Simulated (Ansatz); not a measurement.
Geometry optimisation, RKS B3LYP-D4/def2-SVP (Ansatz 0.2.0).

Input:

```yaml
crystal:
  periodic: [false, false, false]
  atoms:
    - { symbol: C, position_ang: [0.1668, 1.7199, -0.2534] }
    - { symbol: C, position_ang: [0.2079, 0.5153, 0.2301] }
    - { symbol: Si, position_ang: [-0.24306, -0.98335, -0.71797] }
    - { symbol: Si, position_ang: [0.55909, 0.04588, 1.94556] }
    - { symbol: "N", position_ang: [1.35007, 1.3729, 2.74787] }
    - { symbol: H, position_ang: [-0.1908, 1.9685, -1.2934] }
    - { symbol: H, position_ang: [0.3837, 2.6473, 0.3315] }
    - { symbol: H, position_ang: [-0.7483, -0.59344, -2.09863] }
    - { symbol: H, position_ang: [-1.40009, -1.7222, -0.10236] }
    - { symbol: H, position_ang: [0.88226, -1.92978, -0.86656] }
    - { symbol: H, position_ang: [-0.54059, -0.3552, 2.72548] }
    - { symbol: H, position_ang: [1.63716, -1.03088, 1.97061] }
    - { symbol: H, position_ang: [2.25589, 1.63901, 2.23146] }
    - { symbol: H, position_ang: [1.65688, 1.08198, 3.64409] }
basis:
  gaussian: { orbitals: def2-SVP }
hamiltonian:
  xc: b3lyp
  dispersion: d4
relax:
  f_tol: 0.015
  max_steps: 40
```

Run as:

```bash
$ ansatz run input.yaml --threads 2 --pin off --max-ram 3072MiB --backend cpu --events-out ev --progress --plain --runs-dir out
```

Q: Where does it end, and by what steps?

A: The run converged. After 8 steps the energy has fallen by 0.697 eV; H14 moved furthest, 0.60 Å.

```json
{"step": "0", "energy less start (eV)": "0.0000", "largest force component (eV/Å)": "3.651", "accepted": "yes"}
{"step": "1", "energy less start (eV)": "-0.4967", "largest force component (eV/Å)": "1.305", "accepted": "yes"}
{"step": "2", "energy less start (eV)": "-0.6149", "largest force component (eV/Å)": "1.318", "accepted": "yes"}
{"step": "3", "energy less start (eV)": "-0.6551", "largest force component (eV/Å)": "0.545", "accepted": "yes"}
{"step": "4", "energy less start (eV)": "-0.6842", "largest force component (eV/Å)": "0.437", "accepted": "yes"}
{"step": "5", "energy less start (eV)": "-0.6906", "largest force component (eV/Å)": "0.149", "accepted": "yes"}
{"step": "6", "energy less start (eV)": "-0.6955", "largest force component (eV/Å)": "0.247", "accepted": "yes"}
{"step": "7", "energy less start (eV)": "-0.6972", "largest force component (eV/Å)": "0.039", "accepted": "yes"}
{"step": "8", "energy less start (eV)": "-0.6973", "largest force component (eV/Å)": "0.007", "accepted": "yes"}
```

```xyz
14
Properties=species:S:1:pos:R:3
C 0.157 1.642 -0.176
C 0.169 0.368 0.259
Si -0.335 -1.030 -0.891
Si 0.712 0.016 2.028
N 1.494 1.418 2.689
H -0.151 1.917 -1.194
H 0.457 2.473 0.476
H -0.825 -0.468 -2.185
H -1.416 -1.857 -0.276
H 0.820 -1.939 -1.161
H -0.460 -0.267 2.909
H 1.551 -1.228 1.994
H 2.404 1.710 2.344
H 1.402 1.621 3.679
```

The run took 25 s on 2 threads of Intel(R) Xeon(R) Platinum 8488C (Sapphire Rapids), with other jobs on the host, peak memory 0.32 GiB.
